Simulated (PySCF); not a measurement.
C₃H₉Ga. Atoms are numbered in the order given.

```xyz
13

Ga    -1.0579     0.0164     0.0000
H     -1.8468     0.1496     1.3643
H     -1.8468     0.1496    -1.3643
C      0.9048    -0.3700     0.0000
C      1.6097     0.1163     1.2730
C      1.6097     0.1163    -1.2730
H      0.9308    -1.4795     0.0000
H      2.6687    -0.2000     1.2919
H      1.6054     1.2178     1.3432
H      1.1316    -0.2702     2.1874
H      1.1316    -0.2702    -2.1874
H      2.6687    -0.2000    -1.2919
H      1.6054     1.2178    -1.3432
```
Charge 0, spin multiplicity 1.

The structure is a stationary point at B3LYP-D3(BJ)/def2-SVP. The structure was generated by enumeration; whether it is a known compound was not checked.

Level of theory: r2SCAN/def2-TZVP run with PySCF.

Atomic charges (e):

```
atom  Löwdin  Mulliken  meta-Löwdin
----  ------  --------  -----------
Ga1     0.39      0.27         0.33
H2     -0.10     -0.09        -0.08
H3     -0.10     -0.09        -0.08
C4     -0.44     -0.14        -0.25
C5     -0.31     -0.32        -0.33
C6     -0.31     -0.32        -0.33
H7      0.16      0.08         0.11
H8      0.12      0.10         0.11
H9      0.12      0.10         0.10
H10     0.12      0.12         0.11
H11     0.12      0.12         0.11
H12     0.12      0.10         0.11
H13     0.12      0.10         0.10
```
